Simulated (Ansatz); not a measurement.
Harmonic frequencies (cm⁻¹) at PBE0-D4/def2-TZVP from Ansatz: 38, 132, 166, 203, 371, 475, 527, 605, 679, 697, 772, 870, 945, 955, 1009, 1071, 1078, 1244, 1380, 1411, 1462, 1474, 1690, 2236, 2248, 3041, 3099, 3120, 3140, 3158.

Each molecule was computed in one conformer, which needn't be the lowest.

Question: Which molecule is it?
A. `C/C(Cl)=C\[SiH3]`
B. `C=C(Cl)[SiH2]C`
C. `C/C=C\[SiH2]Cl`
D. `F[SiH2]B1CO[SiH2]1`

Answer: C.
